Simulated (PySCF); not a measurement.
hydrogen iodide cation (HI), SMILES I (connectivity only; charge and spin as stated), charge +1, multiplicity 2. Atoms are numbered in the order given.

```xyz
2

I      0.0000     0.0000    -0.0303
H      0.0000     0.0000     1.6033
```
Charge +1, spin multiplicity 2.

The structure is a stationary point at PBE0-D3(BJ)/def2-TZVPD. The spin state was assumed, not searched. The def2 effective core potentials stand for the cores of I; spin–orbit coupling is left out.

Computed with PySCF with PBE0-D3(BJ)/def2-TZVPD.

Frequencies are harmonic and unscaled.

| mode | ν (cm⁻¹) | IR (km/mol) | moving atoms (share of kinetic energy) |
|---|---|---|---|
| 1 | 2231 | 79.1 | H 99 % |
